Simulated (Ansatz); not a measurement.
C2H4INSi, SMILES `C=C1N[SiH]1I`, relaxed with RKS PBE-D4/def2-SVP in the Gaussian-basis code of Ansatz from a rough embedded geometry. The force threshold is 0.03 eV/Å; the program also tests the step.

The species carries charge 0 and has multiplicity 1. I takes the def2 core potential.

Start:

```xyz
9

C    -0.724   -1.336   -0.737
C    -0.214   -0.312   -0.109
N    -0.085    0.170    1.144
Si    0.778    1.056   -0.103
I    -0.441    3.205   -0.139
H    -1.374   -2.051   -0.224
H    -0.696   -1.431   -1.842
H     0.591   -0.459    1.637
H     2.165    1.157    0.373
```

```json
{"step": "1", "energy (eV)": "-19592.1436", "largest force (eV/Å)": "4.384", "largest move (Å)": "0.000"}
{"step": "2", "energy (eV)": "-19592.8015", "largest force (eV/Å)": "1.739", "largest move (Å)": "0.199"}
{"step": "3", "energy (eV)": "-19592.9939", "largest force (eV/Å)": "0.816", "largest move (Å)": "0.186"}
{"step": "4", "energy (eV)": "-19593.0467", "largest force (eV/Å)": "0.713", "largest move (Å)": "0.105"}
{"step": "5", "energy (eV)": "-19593.1080", "largest force (eV/Å)": "0.519", "largest move (Å)": "0.094"}
{"step": "6", "energy (eV)": "-19593.1725", "largest force (eV/Å)": "0.678", "largest move (Å)": "0.200"}
{"step": "7", "energy (eV)": "-19593.1846", "largest force (eV/Å)": "0.542", "largest move (Å)": "0.098"}
{"step": "8 (rejected)", "energy (eV)": "-19593.0201", "largest force (eV/Å)": "2.542", "largest move (Å)": "0.104"}
{"step": "9", "energy (eV)": "-19593.1965", "largest force (eV/Å)": "0.348", "largest move (Å)": "0.052"}
{"step": "10", "energy (eV)": "-19593.2040", "largest force (eV/Å)": "0.253", "largest move (Å)": "0.063"}
{"step": "11", "energy (eV)": "-19593.2069", "largest force (eV/Å)": "0.242", "largest move (Å)": "0.030"}
{"step": "12", "energy (eV)": "-19593.2108", "largest force (eV/Å)": "0.157", "largest move (Å)": "0.034"}
{"step": "13", "energy (eV)": "-19593.2150", "largest force (eV/Å)": "0.127", "largest move (Å)": "0.086"}
{"step": "14", "energy (eV)": "-19593.2153", "largest force (eV/Å)": "0.160", "largest move (Å)": "0.019"}
{"step": "15 (rejected)", "energy (eV)": "-19593.2055", "largest force (eV/Å)": "0.811", "largest move (Å)": "0.113"}
{"step": "16", "energy (eV)": "-19593.2161", "largest force (eV/Å)": "0.062", "largest move (Å)": "0.056"}
{"step": "17", "energy (eV)": "-19593.2168", "largest force (eV/Å)": "0.170", "largest move (Å)": "0.039"}
{"step": "18", "energy (eV)": "-19593.2175", "largest force (eV/Å)": "0.065", "largest move (Å)": "0.024"}
{"step": "19", "energy (eV)": "-19593.2179", "largest force (eV/Å)": "0.006", "largest move (Å)": "0.011"}
```

End:

```xyz
9

C    -0.764   -1.395   -0.793
C    -0.078   -0.423   -0.168
N     0.278   -0.064    1.146
Si    0.815    1.169    0.053
I    -0.359    3.318   -0.089
H    -1.242   -2.214   -0.231
H    -0.861   -1.389   -1.887
H    -0.074   -0.417    2.040
H     2.284    1.415   -0.072
```

It took 21 s on 4 threads of an Intel Xeon Platinum 8488C on a shared host, with 0.2 GiB of host memory at the peak.
